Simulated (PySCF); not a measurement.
A GIAO shielding run with PySCF 2.14 (density fitting, non-relativistic, gas phase) on `C[SiH2][Si@@H](O)SC`, C2H10OSSi2:

```
$ OMP_NUM_THREADS=1 python probes_run.py task.json out

{"job": {"kind": "nmr", "xc": "PBE0", "basis": "pcSseg-1"}, "charge": 0, "multiplicity": 1}
C     -2.790198     0.228835     0.480597
Si    -1.089132     0.602596    -0.269295
Si     0.417214    -0.994113     0.448789
O     -0.148556    -2.412423    -0.104322
S      2.396026    -0.769996    -0.403962
C      2.788295     0.895104     0.200285
H     -3.106845    -0.782705     0.243785
H     -2.768675     0.321134     1.562935
H     -3.549023     0.909994     0.107877
H     -0.680407     1.949268     0.175705
H     -1.215956     0.693134    -1.732865
H      0.689841    -1.120267     1.889007
H      0.426132    -3.154990    -0.276425
H      2.101776     1.611325    -0.241248
H      2.717074     0.916831     1.283339
H      3.804835     1.115216    -0.108128
```

Hardware: 1 thread of an Arm Neoverse V2, shared host. The job also computes population analyses, field gradients.

Q: How large is the calculation?

A: 74 electrons, 173 basis functions and 970 auxiliary functions.

Q: How long does it take, and how much memory does it need?

A: 19 s of wall time, with 13 SCF cycles and 5 response iterations; peak memory 0.8 GiB. Times on a shared host scatter by some tens of per cent.
